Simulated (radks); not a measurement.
The numbers below are computed, except where a source is named.
Task: Species: the chlorine ion Cl6+. Configuration: [Ne] 3s1. Level of theory: scalar-relativistic Kohn-Sham, PBE, spin-polarised, spherical densities, finite nucleus; open shells are filled with parallel spins first; Fermi nuclear charge, rms radius 3.3654 fm (a radial shooting solver on a logarithmic mesh with Libxc functionals). Some entries of the table are withheld. Estimate them.

orbital,occ.,eigenvalue (hartree),<r^2> (bohr^2)
1s up,1,-105.2668,0.01113
1s down,1,-105.2542,0.01113
2s up,1,-13.22598,(1)
2s down,1,-13.20490,(2)
2p up,3,-11.00404,0.2007
2p down,3,-10.98416,0.1999
3s up,1,-3.94353,(3)
3s down,0,-3.79923,(4)

Result: 
(1) 2s up <r^2> (bohr^2): 0.2305
(2) 2s down <r^2> (bohr^2): 0.2298
(3) 3s up <r^2> (bohr^2): 1.824
(4) 3s down <r^2> (bohr^2): 1.790
